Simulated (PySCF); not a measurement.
## An isoelectronic series: LuH₄⁻, HfH₄, TaH₄⁺

Level: PBE0 in the def2-TZVP basis family, computed in PySCF with density fitting; scalar-relativistic core potentials for atoms from Rb on, none lighter, no spin–orbit coupling; open shells unrestricted.

Each entry is the lowest minimum that a search over a few typed start shapes (and spin states, where more than one is plausible) found, or that minimum re-optimised at the stated level; isomers with ligand–ligand bonds, or fragments after loss of a ligand pair, can lie lower.

```csv
molecule,2S+1,point group,mean bond to the central atom (Å),atomisation (kJ/mol),polar-tensor charge of the central atom,lowest ω (cm⁻¹),highest ω (cm⁻¹)
LuH₄⁻,1,Td,2.011,–,1.40,503,1410
HfH₄,1,Td,1.847,1196,1.63,551,1777
TaH₄⁺,?,?,?,?,?,?,?
```

Question: Fill in the row of TaH₄⁺.

Answer: 2S+1: 1; point group: Td; mean bond to the central atom (Å): 1.731; polar-tensor charge of the central atom: 1.67; lowest ω (cm⁻¹): 627; highest ω (cm⁻¹): 2021.

The bond shortens at every step; the largest change, -0.164 Å, falls between LuH₄⁻ and HfH₄ among the members listed.

Spin–orbit coupling can matter for HfH₄, TaH₄⁺.

Left out of the table are members whose search was unfinished or whose lowest solution was spin-contaminated, unstable, very soft or bonded differently.
